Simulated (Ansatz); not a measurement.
Z-matrix (Å, degrees):
```
Si
H 1 1.5009
S 1 2.1681 2 111.90
H 3 1.3547 1 95.23 2 86.01
Si 1 2.3437 2 110.67 3 122.34
H 5 1.4951 1 109.19 2 171.55
H 5 1.4961 6 109.46 1 121.63
H 5 1.4981 6 108.80 7 119.03
Si 1 2.3506 2 110.64 3 -114.04
F 9 1.6263 1 109.36 2 -50.72
H 9 1.4950 10 107.94 1 119.94
H 9 1.4962 11 109.29 10 -117.18
```
Charge 0, multiplicity 1.

The numbers are results of frozen-core CCSD(T)/cc-pVTZ // PBE-D3(BJ)/def2-TZVP (Ansatz, a program for electronic structure), not measurements.

```json
{
  "HF energy": "-1368.02624 Ha",
  "MP2 correlation energy": "-0.79960 Ha"
}
```

**Question.** Estimate the CCSD correlation energy, the (T) correction, the total energy and the T1 diagnostic.

**Answer.** 
* **CCSD correlation energy**: -0.87129 Ha
* **(T) correction**: -0.03210 Ha
* **CCSD(T) total energy**: -1368.92963 Ha
* **T1 diagnostic**: 0.013
